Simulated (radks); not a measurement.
Results of a calculation; reference values are marked as such.
Problem. Coherent X-ray form factor from a spherical all-electron density. Level of theory: scalar-relativistic Kohn-Sham, LB94 model potential, spin-polarised, spherical densities, finite nucleus; Fermi nuclear charge, rms radius of each element as measured or else 0.836 A^(1/3) + 0.57 fm (a radial shooting solver on a logarithmic mesh with Libxc functionals).

sin(theta)/lambda (1/angstrom)  f0 (electrons)
0.05                                    36.076
0.1                                     34.049
0.15                                    31.749
0.2                                     29.428
0.25                                    27.227
0.3                                     25.247
0.4                                     21.997
0.5                                     19.412
0.6                                     17.164
0.8                                     13.278
1                                       10.306
1.25                                     7.925
1.5                                      6.598
2                                        5.209

The species is in the configuration that NIST lists as its ground one. Which atom or ion scatters so?

Solution. Neutral rubidium, [Kr] 5s1. Extrapolating in s^2 from the first two rows gives f0(0) = 36.8, near the electron count 37; among species with that count, the fall with angle is slower the higher Z, and the table is that of Z = 37; from so few rows the species is fixed only to a neighbour or two.
